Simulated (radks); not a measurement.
Results of a calculation; reference values are marked as such.
Isoelectronic series with 45 electrons, each ion in its NIST ground configuration. Code: a radial shooting solver on a logarithmic mesh with Libxc functionals. Model: Dirac Kohn-Sham, PBE, spin-unpolarised, spherical densities, point nucleus; open shells fill j = l - 1/2 first. Total energies (hartree) and mean radii <r> (bohr) (* marks an orbital that is empty in some or all of the ions):

| ion | configuration | E (hartree) | 5s1/2* | 4d5/2 | 4d3/2 | 4p3/2 |
|---|---|---|---|---|---|---|
| Rh | [Kr] 4d8 5s1 | -4785.03777 | 3.309 | 1.605 | 1.578 | 1.092 |
| Pd+ | [Kr] 4d9 | -5046.61278 | 2.898 | 1.471 | 1.449 | 1.051 |
| Ag2+ | [Kr] 4d9 | -5316.15182 | 2.532 | 1.317 | 1.300 | 1.005 |
| Cd3+ | [Kr] 4d9 | -5593.67961 | 2.276 | 1.203 | 1.190 | 0.9619 |
| In4+ | [Kr] 4d9 | -5879.21129 | 2.082 | 1.114 | 1.102 | 0.9215 |
| Sn5+ | [Kr] 4d9 | -6172.77201 | 1.926 | 1.041 | 1.030 | 0.8840 |
| Sb6+ | [Kr] 4d9 | -6474.39351 | 1.797 | 0.9791 | 0.9691 | 0.8492 |
| Te7+ | [Kr] 4d9 | -6784.11239 | 1.687 | 0.9257 | 0.9163 | 0.8170 |
| I8+ | [Kr] 4d9 | -7101.96915 | 1.593 | 0.8789 | 0.8700 | 0.7871 |
| Xe9+ | [Kr] 4d9 | -7428.00762 | 1.510 | 0.8374 | 0.8288 | 0.7593 |
| Cs10+ | [Kr] 4d9 | -7762.2747 | 1.436 | 0.8002 | 0.7920 | 0.7334 |
| Ba11+ | [Kr] 4d9 | -8104.8199 | 1.370 | 0.7667 | 0.7587 | 0.7092 |
| La12+ | [Kr] 4d9 | -8455.6955 | 1.311 | 0.7362 | 0.7283 | 0.6866 |
| Ce13+ | [Kr] 4d9 | -8814.9566 | 1.257 | 0.7082 | 0.7006 | 0.6654 |
| Pr14+ | [Kr] 4d9 | -9182.6603 | 1.208 | 0.6826 | 0.6751 | 0.6454 |
| Nd15+ | [Kr] 4d9 | -9558.8669 | 1.162 | 0.6589 | 0.6515 | 0.6267 |
| Pm16+ | [Kr] 4d9 | -9943.6388 | 1.121 | 0.6369 | 0.6296 | 0.6090 |
